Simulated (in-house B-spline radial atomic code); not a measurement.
Configurations of Pm III (Pm2+), with energies counted from [Xe] 4f5. Computed with an all-electron radial atomic-structure program (B-spline basis): Dirac-Hartree-Fock, average of configuration, Fermi nucleus of rms radius 4.962 fm. Energies include first-order Breit, QED and recoil terms.

Occupations are held fixed; configurations that lie above the ionisation limit could autoionise.

```tsv
configuration	E - E(ref) (eV)	highest orbital	its <r> (bohr)
[Xe] 4f4 7s1	10.147	7s1/2	6.854
[Xe] 4f4 8p1	14.405	8p3/2	12.57
[Xe] 4f4 9d1	16.554	9d5/2	22.05
[Xe] 4f4 7g1	16.726	7g7/2	21.13
[Kr] 4d10 4f5 5s2 5p5 8s1	34.847	8s1/2	11.14
[Kr] 4d9 4f6 5s2 5p6	126.76	4f7/2	0.9698
[Kr] 4d9 4f5 5s2 5p6 6s1	129.12	6s1/2	3.593
[Kr] 4d9 4f5 5s2 5p6 6p1	133.03	6p3/2	4.365
[Kr] 4d9 4f5 5s2 5p6 7s1	137.75	7s1/2	6.842
[Kr] 4d9 4f5 5s2 5p6 9g1	145.34	9g7/2	37.11
```

Task: Order these further configurations by energy, lowest first.
A. [Kr] 4d10 4f5 5s2 5p5 8g1
B. [Kr] 4d10 4f5 5s2 5p5 7g1
C. [Kr] 4d9 4f5 5s2 5p6 8g1
D. [Xe] 4f4 9p1
E. [Kr] 4d10 4f5 5s2 5p5 8d1

Result: D (15.88 eV), E (36.726 eV), B (37.885 eV), A (38.471 eV), C (144.93 eV).

Task: How far above the reference does [Xe] 4f4 7d1 lie?

Result: 13.793 eV; its least bound orbital is 7d5/2 with <r> = 10.45 bohr.

Task: How far above the reference does [Kr] 4d10 4f5 5s2 5p5 6g1 lie?

Result: 36.982 eV; its least bound orbital is 6g7/2 with <r> = 14.64 bohr.

Task: How far above the reference does [Xe] 4f4 8g1 lie?

Result: 17.312 eV; its least bound orbital is 8g7/2 with <r> = 28.62 bohr.
